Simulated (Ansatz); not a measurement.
Relaxation of BClH₂OSe (6 atoms, charge 0, multiplicity 1), to a largest force component of 0.02 eV/Å in at most 50 steps.

Level of theory: RKS B3LYP/def2-SVP (Ansatz 0.2.0).

```xyz
6
Properties=species:S:1:pos:R:3:forces:R:3
O -0.213 1.649 -0.299 -0.94 2.85 1.40
Se 0.312 0.076 -1.074 0.21 -0.56 -0.36
B 0.042 -0.974 0.466 -0.26 -0.64 1.24
Cl 0.369 -2.645 0.417 0.15 -0.54 -0.16
H -0.163 2.355 -0.950 0.07 0.20 -0.38
H 0.821 -0.772 -2.242 0.77 -1.31 -1.75
```

Question: Where does it end, and by what steps?

Answer: The forces met the threshold. After 39 steps the energy has fallen by 2.782 eV; O1 moved furthest, 1.09 Å.

```json
{"step": "0", "energy less start (eV)": "0.0000", "largest force component (eV/Å)": "2.855", "accepted": "yes"}
{"step": "2", "energy less start (eV)": "-0.6431", "largest force component (eV/Å)": "0.703", "accepted": "yes"}
{"step": "4", "energy less start (eV)": "-0.9990", "largest force component (eV/Å)": "2.664", "accepted": "yes"}
{"step": "6", "energy less start (eV)": "-1.7625", "largest force component (eV/Å)": "2.042", "accepted": "yes"}
{"step": "8", "energy less start (eV)": "-2.0517", "largest force component (eV/Å)": "0.379", "accepted": "yes"}
{"step": "10", "energy less start (eV)": "-2.1075", "largest force component (eV/Å)": "0.107", "accepted": "yes"}
{"step": "12", "energy less start (eV)": "-2.1115", "largest force component (eV/Å)": "0.080", "accepted": "yes"}
{"step": "14", "energy less start (eV)": "-2.1293", "largest force component (eV/Å)": "0.399", "accepted": "yes"}
{"step": "16", "energy less start (eV)": "-2.2195", "largest force component (eV/Å)": "0.187", "accepted": "yes"}
{"step": "18", "energy less start (eV)": "-2.2780", "largest force component (eV/Å)": "0.445", "accepted": "yes"}
{"step": "20", "energy less start (eV)": "-2.3957", "largest force component (eV/Å)": "0.628", "accepted": "yes"}
{"step": "22", "energy less start (eV)": "-2.5167", "largest force component (eV/Å)": "0.781", "accepted": "yes"}
{"step": "24", "energy less start (eV)": "-2.6825", "largest force component (eV/Å)": "0.567", "accepted": "yes"}
{"step": "26", "energy less start (eV)": "-2.7272", "largest force component (eV/Å)": "1.036", "accepted": "yes"}
{"step": "28", "energy less start (eV)": "-2.7559", "largest force component (eV/Å)": "0.209", "accepted": "yes"}
{"step": "30", "energy less start (eV)": "-2.7601", "largest force component (eV/Å)": "0.085", "accepted": "yes"}
{"step": "32", "energy less start (eV)": "-2.7632", "largest force component (eV/Å)": "0.437", "accepted": "yes"}
{"step": "34", "energy less start (eV)": "-2.7783", "largest force component (eV/Å)": "0.093", "accepted": "yes"}
{"step": "36", "energy less start (eV)": "-2.7799", "largest force component (eV/Å)": "0.058", "accepted": "yes"}
{"step": "38", "energy less start (eV)": "-2.7823", "largest force component (eV/Å)": "0.021", "accepted": "yes"}
{"step": "39", "energy less start (eV)": "-2.7824", "largest force component (eV/Å)": "0.006", "accepted": "yes"}
```

```xyz
6
Properties=species:S:1:pos:R:3
O 0.175 1.935 -1.275
Se -0.134 0.032 -0.822
B 0.176 -1.822 -0.196
Cl 0.594 -2.630 1.255
H 0.056 2.441 -0.455
H 0.301 -0.267 -2.188
```

Run time: 76 s on 2 threads of Arm Neoverse V2 (shared host), peak memory 0.19 GiB.
